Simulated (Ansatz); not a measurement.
Input for Ansatz (a first-principles code): R-CCSD(T)/aug-cc-pVTZ on GeH4 (SMILES [GeH4]). The run froze 14 orbitals, filled d shells among them.

Ansatz 0.2 input:
```yaml
crystal:
  periodic: [false, false, false]
  atoms:
    - {symbol: Ge, position_ang: [-0.15445395, 0.14853706, -0.24637723]}
    - {symbol: H, position_ang: [-0.50518300, -0.05966162, -1.72772934]}
    - {symbol: H, position_ang: [0.41996131, -1.15308113, 0.33115045]}
    - {symbol: H, position_ang: [-1.42203654, 0.53481203, 0.52928761]}
    - {symbol: H, position_ang: [0.88635996, 1.27008888, -0.11978313]}
basis:
  gaussian:
    orbitals: aug-cc-pVTZ
magnetization: {spin_polarized: false}
correlation: {method: ccsd_t, electrons: outside_noble_gas}
scf: {lower_state_search: off}
```

### Question
Predict the final total energy.

### Answer
-2077.8914 hartree (reference determinant -2077.7182, T1 diagnostic 0.010).

### Question
How many basis functions does it have, and what does it roughly cost on one machine?

### Answer
151 functions; very roughly 9 core-seconds.
